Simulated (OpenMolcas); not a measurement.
Co3+ among 5 point charges of -2.5 e arranged as a square pyramid (C4v), 1.88 Å from the ion, with the axial distance 1.673 Å. The active orbitals were held to one l.

```
Program             : OpenMolcas
Method              : CASSCF
Basis               : ANO-RCC-VDZP [5s4p2d1f]
Scalar Hamiltonian  : DKH2, point nucleus
Active space        : 6 electrons in 5 orbitals (3d)
State averaging     : 2S+1 = 5 even, 5 roots; 2S+1 = 3 even, 45 roots; 2S+1 = 1 even, 50 roots
Spin-orbit coupling : state interaction with AMFI integrals over the reference wave functions
```

(1) What is the spin-free ground state?

(2) Where is the first state of the same spin?

(3) What are the lowest two levels with spin-orbit coupling?

(4) What is χT at 300 K, and how does it compare with the textbook value?

Results:

(1) A state of multiplicity 5, 2-fold in its orbital part, 100 % from free-ion D terms; it has the highest spin that d6 allows.

(2) A 1-fold state lies at 3780 cm-1 above the ground state.

(3) A 2-fold level with g = 0.00, 0.00, 9.98, then a 1-fold level 95.1 cm-1 above it. Their leading multiplicities are 5 (100 %) and 5 (100 %).

(4) The lowest level has 2S+1 = 5, for which the spin-only value is χT = S(S+1) / 2 = 3.000 cm3 K/mol (g = 2). The computed 3.963 at 300 K differs by +0.963, through orbital momentum, spin-orbit coupling and any other state in reach.

An orbital doublet at a regular site is open to a Jahn-Teller distortion, which this geometry leaves out. Without dynamic correlation the repulsion within the d shell is too large (B by tens of per cent), so at a given field states of lower spin stand too high. Point charges give a weaker field than real ligands, and real ions of this kind are often low spin; the high spin found here belongs to the model. Point charges carry no covalency, so the field is a model and not that of real ligands. An unlabelled pair can be two single states that coincide in this model. No measured value stands beside these numbers.

With an even number of electrons the g values are those of a degenerate or nearly degenerate non-Kramers pair.
